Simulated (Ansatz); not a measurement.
```xyz
14

C    -1.7605    0.7335   -0.2177
C    -0.2589    0.8346   -0.2283
Si    0.7974    0.9840    1.2659
N     0.4881   -0.3621    0.2699
Si    1.0460   -1.7304   -0.5882
H    -2.1259    0.3676    0.7443
H    -2.2118    1.7109   -0.4066
H    -2.1148    0.0448   -0.9921
H     0.1438    1.2449   -1.1584
H     2.1242    1.6423    1.2116
H     0.2219    0.9776    2.6303
H    -0.0925   -2.5634   -1.0652
H     1.8447   -1.3505   -1.7915
H     1.8984   -2.5338    0.3259
```

The species carries charge 0 and has multiplicity 1.

Task: List the ωB97M-V/def2-TZVPP orbital energies in eV (Ansatz 0.2.0). (Estimate.)

Result: The calculation gave: Occupied: -1807.25, -1806.89, -394.05, -282.30, -281.23, -148.32, -147.92, -102.46, -102.43, -102.41, -102.04, -102.03, -102.02, -27.58, -23.09, -19.71, -17.94, -16.56, -15.21, -14.19, -14.14, -13.24, -12.56, -12.26, -11.95, -11.16, -9.73, -9.30. Lowest empty: 1.40, 2.22, 2.87, 2.90, 3.14, 3.48, 3.62, 3.72.
